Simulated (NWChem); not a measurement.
System: Al₂, triplet; SMILES [Al][Al]

Here is an NWChem input.

```
start job
memory heap 200 mb stack 900 mb global 1100 mb
geometry units angstroms noautosym nocenter noautoz
  Al     0.000000     0.000000    -1.241108
  Al     0.000000     0.000000     1.241108
end
basis spherical
  * library def2-svp
end
dft
  odft
  mult 3
  xc xpbe96 cpbe96
  iterations 150
end
property
  efieldgrad
end
task dft property
```

Excerpt of the output:

```
             Northwest Computational Chemistry Package (NWChem) 7.3.0
             --------------------------------------------------------

                             Geometry "geometry" -> ""
                             -------------------------

 Output coordinates in angstroms (scale by  1.889725989 to convert to a.u.)

  No.       Tag          Charge          X              Y              Z
 ---- ---------------- ---------- -------------- -------------- --------------
    1 Al                  13.0000     0.00000000     0.00000000    -1.24110800
    2 Al                  13.0000     0.00000000     0.00000000     1.24110800

 Effective nuclear repulsion energy (a.u.)      36.0286756193

  pbe96 is a nonlocal functional; adding pw91lda local functional.
                              NWChem Property Module
                              ----------------------

  itol2e modified to match energy
  convergence criterion.

                                 NWChem DFT Module
                                 -----------------

 Summary of "ao basis" -> "ao basis" (spherical)
 ------------------------------------------------------------------------------
       Tag                 Description            Shells   Functions and Types
 ---------------- ------------------------------  ------  ---------------------
 Al                         def2-svp                 8       18   4s3p1d

  itol2e modified to match energy
  convergence criterion.

            General Information
            -------------------
          SCF calculation type: DFT
          Wavefunction type:  spin polarized.
          No. of atoms     :     2
          No. of electrons :    26
           Alpha electrons :    14
            Beta electrons :    12
          Charge           :     0
          Spin multiplicity:     3
          Use of symmetry is: off; symmetry adaption is: off
          Maximum number of iterations: 150
          AO basis - number of functions:    36
                     number of shells:    16
          Convergence on energy requested:  1.00D-07
          Convergence on density requested:  1.00D-05
          Convergence on gradient requested:  5.00D-04

              XC Information
              --------------
          PerdewBurkeErnzerhof Exchange Functional  1.000
            Perdew 1991 LDA Correlation Functional  1.000 local
           PerdewBurkeErnz. Correlation Functional  1.000 non-local

             Grid Information
             ----------------
          Grid used for XC integration:  fine
          Radial quadrature: Mura-Knowles
          Angular quadrature: Lebedev.
          Tag              B.-S. Rad. Rad. Pts. Rad. Cut. Ang. Pts.
          ---              ---------- --------- --------- ---------
          Al                  1.25      123          11.0       770
          Grid pruning is: on
          Number of quadrature shells:   246
          Spatial weights used:  Erf1

      Superposition of Atomic Density Guess
      -------------------------------------

 Sum of atomic energies:        -483.58283444

      Non-variational initial energy
      ------------------------------

 Total energy =    -483.638666
 1-e energy   =    -745.014345
 2-e energy   =     225.347003
 HOMO         =      -0.064166
 LUMO         =      -0.064166

   convergence    iter        energy       DeltaE   RMS-Dens  Diis-err
 ---------------- ----- ----------------- --------- --------- ---------
 d= 0,ls=0.0,diis     1   -484.3269239305 -5.20D+02  8.95D-03  2.35D-02
                                                     1.26D-02  1.91D-02
 d= 0,ls=0.5,diis     2   -484.3419071107 -1.50D-02  1.48D-03  1.75D-03
                                                     1.71D-03  1.32D-03
 d= 0,ls=0.5,diis     3   -484.3438509038 -1.94D-03  5.49D-04  1.82D-04
                                                     6.75D-04  1.85D-04
 d= 0,ls=0.5,diis     4   -484.3440861593 -2.35D-04  3.24D-04  4.67D-05
                                                     3.80D-04  6.28D-05
 d= 0,ls=0.5,diis     5   -484.3441599771 -7.38D-05  2.27D-04  1.63D-05
                                                     2.61D-04  2.75D-05
  Resetting Diis
 d= 0,ls=0.5,diis     6   -484.3441912967 -3.13D-05  1.76D-04  5.89D-06
                                                     1.81D-04  1.20D-05
 d= 0,ls=0.5,diis     7   -484.3442041339 -1.28D-05  1.08D-04  2.54D-06
                                                     1.33D-04  5.57D-06
 d= 0,ls=0.5,diis     8   -484.3442113781 -7.24D-06  6.28D-05  4.06D-07
                                                     6.53D-05  1.24D-06
 d= 0,ls=0.5,diis     9   -484.3442130109 -1.63D-06  4.73D-05  1.51D-07
                                                     4.59D-05  5.95D-07
 d= 0,ls=0.5,diis    10   -484.3442138125 -8.02D-07  3.51D-05  6.01D-08
                                                     3.47D-05  3.51D-07
 d= 0,ls=0.5,diis    11   -484.3442142608 -4.48D-07  2.48D-05  2.72D-08
                                                     2.40D-05  1.90D-07
 d= 0,ls=0.5,diis    12   -484.3442144843 -2.24D-07  1.75D-05  1.29D-08
                                                     1.64D-05  9.91D-08
 d= 0,ls=0.5,diis    13   -484.3442145966 -1.12D-07  1.15D-05  7.26D-09
                                                     1.11D-05  5.11D-08
 d= 0,ls=0.5,diis    14   -484.3442146519 -5.53D-08  7.46D-06  4.14D-09
                                                     7.33D-06  2.59D-08

         Total DFT energy =     -484.344214678906
      One electron energy =     -745.031126954199
           Coulomb energy =      261.532848947009
    Exchange-Corr. energy =      -36.874612290982
 Nuclear repulsion energy =       36.028675619265

 Numeric. integr. density =       25.999999984859

                    DFT Final Alpha Molecular Orbital Analysis
                    ------------------------------------------

 Vector   12  Occ=1.000000D+00  E=-2.480376D-01
              MO Center= -2.4D-07,  9.2D-08,  4.6D-05, r^2= 4.9D+00
   Bfn.  Coefficient  Atom+Function         Bfn.  Coefficient  Atom+Function
  ----- ------------  ---------------      ----- ------------  ---------------
     3      0.577630  1 Al s                 21     -0.577653  2 Al s
     4      0.305028  1 Al s                 22     -0.305036  2 Al s
     2      0.302337  1 Al s                 20     -0.302352  2 Al s
    10     -0.084694  1 Al pz                28     -0.084685  2 Al pz
    13     -0.057924  1 Al pz                31     -0.057919  2 Al pz

 Vector   13  Occ=1.000000D+00  E=-1.521627D-01
              MO Center= -1.1D-06,  1.1D-06, -9.8D-06, r^2= 4.4D+00
   Bfn.  Coefficient  Atom+Function         Bfn.  Coefficient  Atom+Function
  ----- ------------  ---------------      ----- ------------  ---------------
    12     -0.301631  1 Al py                30     -0.301628  2 Al py
    11      0.282537  1 Al px                29      0.282535  2 Al px
     9     -0.199713  1 Al py                27     -0.199710  2 Al py
     8      0.187071  1 Al px                26      0.187068  2 Al px
     6      0.106649  1 Al py                24      0.106648  2 Al py

[...]

          -----------------------
          Electric field gradient
          -----------------------

 1 a.u. = 0.324123 10**(16) esu/cm**3  ( or statvolts/cm**2 ) = 0.97174 10**(22) v/m**2

 ------------------------------------------------------------
   Atom      X         Y         Z
 ------------------------------------------------------------
    1 Al   0.00000   0.00000  -2.34535
 ------------------------------------------------------------

 Electric field gradient in molecular frame (a.u.)
         XX             YY             ZZ             XY             XZ             YZ
 ------------------------------------------------------------------------------------------
        0.145607       0.145607      -0.291215      -0.000000       0.000003      -0.000001

 Principal components (a.u.) and orientation
 of principal axis w.r.t. absolute frame                      Asymmetry parameter eta
 --------------------------------------------------------------------------------------
       -0.291215       0.145608       0.145607                       0.000001

       -0.000007      -0.688807       0.724945
        0.000003       0.724945       0.688807
        1.000000      -0.000007       0.000003

 ------------------------------------------------------------
   Atom      X         Y         Z
 ------------------------------------------------------------
    2 Al   0.00000   0.00000   2.34535
 ------------------------------------------------------------

 Electric field gradient in molecular frame (a.u.)
         XX             YY             ZZ             XY             XZ             YZ
 ------------------------------------------------------------------------------------------
        0.145608       0.145608      -0.291216       0.000000      -0.000003       0.000001

 Principal components (a.u.) and orientation
 of principal axis w.r.t. absolute frame                      Asymmetry parameter eta
 --------------------------------------------------------------------------------------
       -0.291216       0.145608       0.145608                       0.000001

        0.000007       0.724970      -0.688780
       -0.000003       0.688780       0.724970
        1.000000      -0.000003       0.000007
```

Level: PBE/def2-SVP, spin-unrestricted. Coordinates come from a PBE0/def2-SVP, spin-unrestricted optimisation. No stability test was run on the SCF state. NWChem prints the field gradient with the sign opposite to the second derivative of the potential.
